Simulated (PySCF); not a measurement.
These compounds are isomers of formula C₉H₈O₃.

A. 3-acetylbenzoic acid
B. SMILES c1cccc2c1[C@@H](OC=O)OC2
C. `c1c2c(ccc1)[C@@H](OC)OC2=O`

Spectrum 1. $^{1}$H NMR (300 MHz, computed): δ 8.26 (d, 1H), 7.89 (m, 1H), 7.87 (m, 1H), 7.83 (m, 1H), 6.20 (s, 1H), 3.96 (s, 3H). $^{13}$C{$^{1}$H} NMR (computed): δ 172.8 (C), 153.7 (C), 138.5 (CH), 135.3 (CH), 134.3 (C), 132.3 (CH), 129.3 (CH), 105.8 (CH), 59.7 (CH3).

Spectrum 2. $^{1}$H NMR (300 MHz, computed): δ 8.11 (s, 1H), 8.09 (d, 1H), 7.82 (s, 1H), 7.72 (m, 1H), 7.67 (m, 1H), 7.58 (m, 1H), 5.63 (m, 1H), 5.41 (m, 1H). $^{13}$C{$^{1}$H} NMR (computed): δ 165.3 (CH), 146.8 (C), 145.7 (C), 134.9 (CH), 133.7 (CH), 129.8 (CH), 125.7 (CH), 106.1 (CH), 78.2 (CH2).

Spectrum 3. $^{1}$H NMR (300 MHz, computed): δ 9.08 (s, 1H), 8.86 (d, 1H), 8.61 (d, 1H), 7.90 (m, 1H), 6.51 (br s, 1H), 2.77 (s, 3H). $^{13}$C{$^{1}$H} NMR (computed): δ 200.3 (C), 170.9 (C), 140.9 (CH), 140.6 (CH), 140.2 (C), 138.6 (CH), 134.1 (CH), 132.9 (C), 28.8 (CH3).

[PySCF 2.14.0 with density-fitted response routines: GFN2-xTB structure; PBE0/pcSseg-1 with gauge-including orbitals; one conformer; non-relativistic; averaged over atoms made equivalent by symmetry, fast rotation or ring inversion; isolated molecule]

Chemical shifts δ = σref − σ; $^{1}$H (σ = 31.72 ppm) and $^{13}$C (σ = 186.93 ppm) against TMS, all at this level. Where no couplings were computed, multiplicities follow the n + 1 count of equivalent neighbours, and m marks all less simple cases (inequivalent or close neighbours, rings, F or P nearby). Acid and N–H amide carbonyl carbons lie up to 10 ppm further downfield in solution (hydrogen bonding). Shifts are as computed. Against solution values, carbons near 30 ppm lie about +3 ppm off and those near 130 ppm about +5 ppm. Of 1211 compounds with measured shifts, 218 miss one by over three times the rms of a fit or turn the order of signals round; such compounds aren't used in these exercises. OH and NH positions are gas-phase values without hydrogen bonding to other molecules.

Q: Match each spectrum to its structure.

A: 1–C, 2–B, 3–A.

- Spectrum 1 (C): 9 $^{13}$C signals; δC 172.8 is an ester carbonyl carbon; δC 138.5 is an aromatic CH.
- Spectrum 2 (B): 9 $^{13}$C signals; δC 165.3 is an ester carbonyl carbon; δC 134.9 is an aromatic CH.
- Spectrum 3 (A): 9 $^{13}$C signals; δC 200.3 is a ketone carbonyl carbon; δC 170.9 is a carboxylic acid carbon.
